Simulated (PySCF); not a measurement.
A GIAO shielding run with PySCF 2.14 (density fitting, non-relativistic, gas phase) on SMILES CCC[Si@@H](F)[SiH2]P, C3H12FPSi2:

```
$ OMP_NUM_THREADS=1 python probes_run.py task.json out

{"job": {"kind": "nmr", "xc": "PBE0", "basis": "pcSseg-1"}, "charge": 0, "multiplicity": 1}
C     -2.185934     0.822327     0.252636
C     -2.199227    -0.699679     0.220800
C     -0.935929    -1.283567    -0.406877
Si     0.677796    -0.856348     0.510193
F      1.710070    -2.039932     0.084718
Si     1.685784     1.148774    -0.099454
P      3.894039     1.276881     0.260449
H     -1.388924     1.186610     0.896854
H     -2.026728     1.224691    -0.745260
H     -3.133022     1.203237     0.628228
H     -3.070087    -1.035710    -0.348483
H     -2.308389    -1.079298     1.238599
H     -0.876087    -0.948935    -1.445445
H     -1.033511    -2.371154    -0.441307
H      0.530245    -1.127819     1.943749
H      1.117415     2.277447     0.654761
H      1.521314     1.477363    -1.524388
H      3.832572     0.821590     1.566187
H      4.178799     0.012771    -0.223094
```

Hardware: 1 thread of an Intel Xeon Platinum 8259CL, shared host. The job also computes population analyses, field gradients.

Problem. How large is the calculation?

Solution. 82 electrons, 200 basis functions and 1109 auxiliary functions.

Problem. How long does it take, and how much memory does it need?

Solution. 55 s of wall time, with 12 SCF cycles and 4 response iterations; peak memory 0.98 GiB. Times on a shared host scatter by some tens of per cent.
